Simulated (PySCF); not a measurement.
1-chloro-2-methylprop-1-ene (C₄H₇Cl), SMILES C(=C(C)C)Cl. Atoms are numbered in the order given.

```xyz
12

C      0.7501     2.1639     0.0000
C      0.0272     0.8502     0.0000
C     -1.4664     0.9056     0.0000
C      0.7328    -0.2876     0.0000
Cl     0.0413    -1.8744     0.0000
H      1.8420     2.0385     0.0000
H      0.4722     2.7612     0.8848
H      0.4722     2.7612    -0.8848
H     -1.9137    -0.0961     0.0000
H     -1.8312     1.4541    -0.8845
H     -1.8312     1.4541     0.8845
H      1.8249    -0.3014     0.0000
```

Coordinates come from a PBE0-D3(BJ)/def2-SVP optimisation.

Calculation: PySCF 2.14.0 with TDA-PBE/def2-SVPD.

Vertical excitations.  State labels are in the subgroup Cs.

Computed lowest excited states:
```
state  symmetry  energy (eV)  λ (nm)      f                              main pairs
-----  --------  -----------  ------  -----  --------------------------------------
S1           A"         5.73     216  0.004                        HOMO→LUMO+1 90 %
S2           A"         6.02     206  0.004                        HOMO→LUMO+2 90 %
S3           A'         6.51     191  0.402                          HOMO→LUMO 79 %
S4           A"         6.51     190  0.000                        HOMO−1→LUMO 99 %
S5           A"         6.68     186  0.003                       HOMO→LUMO+3 100 %
S6           A"         6.96     178  0.000                        HOMO→LUMO+4 99 %
S7           A'         7.32     169  0.021  HOMO−1→LUMO+1 84 %, HOMO−1→LUMO+2 14 %
S8           A"         7.45     166  0.000                        HOMO→LUMO+5 99 %
S9           A"         7.59     163  0.002                        HOMO→LUMO+6 98 %
S10          A'         7.60     163  0.018                        HOMO→LUMO+7 97 %
T1           A'         4.09     303      0                          HOMO→LUMO 98 %
T2           A"         5.51     225      0      HOMO→LUMO+1 83 %, HOMO→LUMO+2 16 %
T3           A"         5.75     216      0      HOMO→LUMO+2 83 %, HOMO→LUMO+1 16 %
T4           A"         6.37     195      0                        HOMO−1→LUMO 99 %
```
Triplets are in the Tamm–Dancoff approximation.
